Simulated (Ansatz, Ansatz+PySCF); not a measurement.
```tsv
atom	x (Å)	y (Å)	z (Å)
H	0.0000	0.1536	-1.2204
S	0.0000	-0.7022	-0.1574
S	0.0000	0.5486	1.3778
```

Basis set: def2-SVP (spherical functions). Frozen core: 10 orbitals. Correlation on ROHF uses semicanonical orbitals with singles. Charge 0, multiplicity 2.

Computed with Ansatz (development build ahead of 0.2.0); each method stands on the lowest determinant of its kind that the runs found.

Question: Give the atomization energy at this shape (free ground-state atoms in the same class of orbitals less the molecule, no zero-point energy) of doublet HS2 by ROHF-CCSD(T), ROHF-MP2, ROHF, UHF.

Answer:

```json
{"method": "ROHF-CCSD(T)", "atomization energy": "5.97 eV"}
{"method": "ROHF-MP2", "atomization energy": "5.90 eV"}
{"method": "ROHF", "atomization energy": "3.94 eV"}
{"method": "UHF", "atomization energy": "3.86 eV"}
```
